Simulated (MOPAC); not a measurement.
MOPAC input (PM3):

```
PM3 PRECISE GNORM=0.05 LET XYZ UHF MS=0.5 GEO-OK AUX(PRECISION=9) THREADS=1
CH3BF

B    -0.02703500 1   -0.07509900 1    0.56928900 1
F     1.16465300 1   -0.50045200 1    0.21108300 1
C    -1.06947400 1    0.48527500 1   -0.44364200 1
H    -2.09689500 1    0.38650500 1   -0.09670400 1
H    -0.96345700 1    0.02310800 1   -1.43067200 1
H    -0.86951000 1    1.55830200 1   -0.55696900 1
```

Output:

```
 *******************************************************************************
 **                                                                           **
 **                              MOPAC v23.2.5                                **
 **                                                                           **
 *******************************************************************************
 ** MOPAC's Digital Object Identifier: https://doi.org/10.5281/zenodo.6511958 **
 **                                                                           **
 ** Please cite the open-source release paper for use of this MOPAC version:  **
 ** J. E. Moussa and J. J. P. Stewart (2026)                                  **
 ** MOPAC: An open-source semiempirical molecular orbital program             **
 ** J. Open Source Softw., 11(119), 8025, https://doi.org/10.21105/joss.08025 **
 *******************************************************************************

                              PM3 CALCULATION RESULTS

 *******************************************************************************
 *  PM3        - The PM3 Hamiltonian to be used
 *  GEO-OK     - OVERRIDE INTERATOMIC DISTANCE AND OTHER SAFETY CHECKS
 *  UHF        - UNRESTRICTED HARTREE-FOCK CALCULATION
 *  MS=        - IN MECI, MAGNETIC COMPONENT OF SPIN =  0.5
 *  LET        - OVERRIDE SOME SAFETY CHECKS
 *  PRECISE    - TIGHTER CRITERIA TO BE USED
 *  XYZ        - CARTESIAN COORDINATE SYSTEM TO BE USED
 *  GNORM      - EXIT WHEN GRADIENT NORM DROPS BELOW 0.050
 *  AUX        - OUTPUT AUXILIARY INFORMATION
 *******************************************************************************
PM3 PRECISE GNORM=0.05 LET XYZ UHF MS=0.5 GEO-OK AUX(PRECISION=9) THREADS=1
 CH3BF

   ATOM   CHEMICAL          X               Y               Z
  NUMBER   SYMBOL      (ANGSTROMS)     (ANGSTROMS)     (ANGSTROMS)

     1       B         -0.02703500  *  -0.07509900  *   0.56928900  *
     2       F          1.16465300  *  -0.50045200  *   0.21108300  *
     3       C         -1.06947400  *   0.48527500  *  -0.44364200  *
     4       H         -2.09689500  *   0.38650500  *  -0.09670400  *
     5       H         -0.96345700  *   0.02310800  *  -1.43067200  *
     6       H         -0.86951000  *   1.55830200  *  -0.55696900  *

          CARTESIAN COORDINATES

    NO.       ATOM           X           Y           Z

     1         B         -0.0270     -0.0751      0.5693
     2         F          1.1647     -0.5005      0.2111
     3         C         -1.0695      0.4853     -0.4436
     4         H         -2.0969      0.3865     -0.0967
     5         H         -0.9635      0.0231     -1.4307
     6         H         -0.8695      1.5583     -0.5570

  H: (PM3): J. J. P. STEWART, J. COMP. CHEM. 10, 209 (1989).
  B: (PM3): J. J. P. STEWART, J. MOL. MOD., 10, 155-164 (2004)
  C: (PM3): J. J. P. STEWART, J. COMP. CHEM. 10, 209 (1989).
  F: (PM3): J. J. P. STEWART, J. COMP. CHEM. 10, 209 (1989).

           Empirical Formula: C H3 B F  =     6 atoms

      MOLECULAR POINT GROUP   :   C1

          UHF CALCULATION, NO. OF ALPHA ELECTRONS =    9
                           NO. OF BETA  ELECTRONS =    8

          Geometry optimization using EF

          DIAGONAL MATRIX USED AS START HESSIAN

 CYCLE:     1  GRAD.:    50.274 HEAT: -54.94053
 CYCLE:     2  GRAD.:   203.270 HEAT: -45.70162
 CYCLE:     3  GRAD.:    91.636 HEAT: -54.17020
 CYCLE:     4  GRAD.:   276.709 HEAT: -41.43705
 CYCLE:     5  GRAD.:   205.435 HEAT: -39.33222
 CYCLE:     6  GRAD.:   110.303 HEAT: -53.00471
 CYCLE:     7  GRAD.:   204.038 HEAT: -45.60902
 CYCLE:     8  GRAD.:    87.598 HEAT: -55.31068
 CYCLE:     9  GRAD.:   141.862 HEAT: -49.87809
 CYCLE:    10  GRAD.:    62.125 HEAT: -56.87519
 CYCLE:    11  GRAD.:    80.045 HEAT: -56.17075
 CYCLE:    12  GRAD.:     5.716 HEAT: -57.90899
 CYCLE:    13  GRAD.:     3.264 HEAT: -57.94722
 CYCLE:    14  GRAD.:     4.716 HEAT: -57.98501
 CYCLE:    15  GRAD.:     2.652 HEAT: -58.02049
 CYCLE:    16  GRAD.:     1.517 HEAT: -58.03359
 CYCLE:    17  GRAD.:     3.214 HEAT: -58.05484
 CYCLE:    18  GRAD.:     9.983 HEAT: -58.07291
 CYCLE:    19  GRAD.:     5.846 HEAT: -58.10806
 CYCLE:    20  GRAD.:     2.636 HEAT: -58.16291
 CYCLE:    21  GRAD.:     4.658 HEAT: -58.19161
 CYCLE:    22  GRAD.:     1.904 HEAT: -58.20048
 CYCLE:    23  GRAD.:     1.442 HEAT: -58.20604
 CYCLE:    24  GRAD.:     0.857 HEAT: -58.20808
 CYCLE:    25  GRAD.:     0.371 HEAT: -58.20850
 CYCLE:    26  GRAD.:     0.320 HEAT: -58.20864
 CYCLE:    27  GRAD.:     0.111 HEAT: -58.20868
 CYCLE:    28  GRAD.:     0.056 HEAT: -58.20869
 CYCLE:    29  GRAD.:     0.080 HEAT: -58.20869
 CYCLE:    30  GRAD.:     0.010 HEAT: -58.20870

     GRADIENT =  0.00986 IS LESS THAN CUTOFF =  0.05000

 -------------------------------------------------------------------------------
 PM3 PRECISE GNORM=0.05 LET XYZ UHF MS=0.5 GEO-OK AUX(PRECISION=9) THREADS=1
 CH3BF

     GEOMETRY OPTIMISED USING EIGENVECTOR FOLLOWING (EF).
     SCF FIELD WAS ACHIEVED

                              PM3 CALCULATION
                                                       MOPAC v23.2.5 Linux

          FINAL HEAT OF FORMATION =        -58.20870 KCAL/MOL =    -243.54519 KJ/MOL

          COSMO AREA              =         82.07 SQUARE ANGSTROMS
          COSMO VOLUME            =         63.77 CUBIC ANGSTROMS

          GRADIENT NORM           =          0.00986          =       0.00403 PER ATOM
          IONIZATION POTENTIAL    =         10.351426 EV
          ALPHA SOMO LUMO (EV)    =        -10.351  1.115
          BETA  SOMO LUMO (EV)    =        -13.770  1.098
          NO. OF ALPHA ELECTRONS  =          9
          NO. OF BETA  ELECTRONS  =          8
          MOLECULAR WEIGHT        =         44.8431         POINT GROUP:  Cs

          MOLECULAR DIMENSIONS (Angstroms)

            Atom       Atom       Distance
            H     4    F     2     3.25761
            B     1    H     5     1.81556
            F     2    H     6     1.67223

          SCF CALCULATIONS        =         31

   ATOM   CHEMICAL          X               Y               Z
  NUMBER   SYMBOL      (ANGSTROMS)     (ANGSTROMS)     (ANGSTROMS)

     1       B          0.06500355  *   0.09456829  *   0.41776195  *
     2       F          1.14839086  *  -0.61686945  *   0.30074890  *
     3       C         -1.07187210  *   0.49810429  *  -0.45312796  *
     4       H         -2.00391461  *   0.15550161  *   0.02066267  *
     5       H         -1.04280700  *   0.12044753  *  -1.48213741  *
     6       H         -1.10567952  *   1.59746490  *  -0.48317456  *

                             CARTESIAN COORDINATES

   1    B        0.065003548     0.094568291     0.417761951
   2    F        1.148390861    -0.616869446     0.300748904
   3    C       -1.071872099     0.498104288    -0.453127960
   4    H       -2.003914611     0.155501610     0.020662669
   5    H       -1.042806998     0.120447530    -1.482137412
   6    H       -1.105679521     1.597464903    -0.483174556

           Empirical Formula: C H3 B F  =     6 atoms

      MOLECULAR POINT GROUP   :   Cs

          ALPHA EIGENVALUES
 -32.01894 -26.07065 -19.28586 -18.23771 -17.94951 -15.68545 -14.21379 -13.90175
 -10.35143   1.11541   3.41779   3.75410   4.01783   4.02052   5.01772

           BETA EIGENVALUES
 -31.69911 -25.62141 -18.63726 -17.90979 -17.74045 -14.78230 -14.14457 -13.77007
   1.09758   1.48310   3.45386   4.00563   4.12101   4.17655   5.53869

              NET ATOMIC CHARGES AND DIPOLE CONTRIBUTIONS

  ATOM NO.   TYPE          CHARGE      No. of ELECS.   s-Pop       p-Pop
    1          B          -0.005744        3.0057     1.31206     1.69369
    2          F          -0.055194        7.0552     1.59087     5.46432
    3          C          -0.214718        4.2147     1.11829     3.09642
    4          H           0.100333        0.8997     0.89967
    5          H           0.074965        0.9250     0.92504
    6          H           0.100358        0.8996     0.89964
 DIPOLE           X         Y         Z       TOTAL
 POINT-CHG.    -1.075     0.536    -0.381     1.260
 HYBRID         0.018    -0.308    -0.861     0.915
 SUM           -1.057     0.228    -1.242     1.646

          ATOMIC ORBITAL ELECTRON POPULATIONS

     Atom    s        px        py        pz
    1  B   1.31206   0.60204   0.40249   0.68915
    2  F   1.59087   1.76011   1.80342   1.90079
    3  C   1.11829   1.04851   1.03673   1.01118
    4  H   0.89967
    5  H   0.92504
    6  H   0.89964

                    (SZ)    =    0.500000
                    (S**2)  =    0.753395

          ATOMIC ORBITAL SPIN POPULATIONS

    Atom   Total    s     px     py     pz
         Atomic
    1  B  0.7259  0.246 -0.009  0.055  0.433
    2  F  0.0908  0.007  0.010  0.020  0.054
    3  C  0.1621  0.036  0.067  0.015  0.044
    4  H -0.0119 -0.012
    5  H  0.0450  0.045
    6  H -0.0119 -0.012

 **********************
 *                    *
 * JOB ENDED NORMALLY *
 *                    *
 **********************

 == MOPAC DONE ==
```

The geometry given is a B3LYP-D3(BJ)/def2-TZVP minimum.
